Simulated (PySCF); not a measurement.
Si(Me)2(OMe)(OSiH3), C3H12O2Si2, SMILES CO[Si](C)(C)O[SiH3] (GFN2-xTB optimised geometry):

```
19

C     -0.886    -2.446     1.883
O     -1.021    -1.147     1.386
Si    -0.414    -0.532     0.000
C     -1.117    -1.397    -1.541
C      1.489    -0.532     0.000
O     -0.954     0.995     0.000
Si    -1.476     2.355     0.706
H     -1.427    -2.499     2.828
H      0.165    -2.690     2.055
H     -1.305    -3.176     1.187
H     -0.768    -2.423    -1.615
H     -0.827    -0.887    -2.454
H     -2.203    -1.419    -1.511
H      1.875    -0.076     0.908
H      1.888     0.026    -0.840
H      1.891    -1.540    -0.059
H     -1.891     3.176    -0.431
H     -2.587     2.051     1.605
H     -0.358     2.952     1.437
```

Computed with PySCF with B3LYP/def2-SVP.

### Question
What are the frontier orbital energies and the dipole moment?

### Answer
HOMO-2 -8.24 eV, HOMO-1 -8.05 eV, HOMO -7.33 eV, LUMO 0.77 eV, LUMO+1 1.26 eV; dipole moment 1.55 D.

On the same geometry PBE/def2-SVP in PySCF 2.14.0 gives HOMO-2 -6.91 eV, HOMO-1 -6.75 eV, HOMO -6.10 eV, LUMO 0.08 eV, LUMO+1 0.70 eV; dipole moment 1.53 D.

Meta-Löwdin charges at B3LYP/def2-SVP: C1 -0.06, O2 -0.61, Si3 1.28, C4 -0.57, C5 -0.57, O6 -0.81, Si7 0.79, H8 0.11, H9 0.08, H10 0.08, H11 0.10, H12 0.11, H13 0.11, H14 0.11, H15 0.11, H16 0.10, H17 -0.13, H18 -0.13, H19 -0.13.
